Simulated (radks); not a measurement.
Task: Sc2+, configuration [Ar] 3d1 (the NIST ground configuration). All-electron calculation, scalar-relativistic Kohn-Sham, r2SCAN, spin-polarised, spherical densities, finite nucleus; open shells are filled with parallel spins first; meta-GGA in the generalised Kohn-Sham scheme; Fermi nuclear charge, rms radius 3.5459 fm. Program: a radial shooting solver on a logarithmic mesh with Libxc functionals. Some entries of the table are withheld. Estimate them.

orbital,occ.,eigenvalue (eV),<r^2> (bohr^2)
1s down,1,-4431.895,0.007180
1s up,1,-4431.877,0.007180
2s up,1,-496.8244,0.1388
2s down,1,-496.5074,0.1387
2p up,3,-408.3185,0.1167
2p down,3,-408.0745,0.1165
3s up,1,-72.7841,1.331
3s down,1,-71.6214,1.332
3p up,3,-50.3707,1.589
3p down,3,-49.1814,1.585
3d up,1,-17.8861,3.058
3d down,0,-16.4292,2.975
4s up,0,-15.2105,(1)
4p up,0,-11.0963,15.47

Result: 
(1) 4s up <r^2> (bohr^2): 10.90
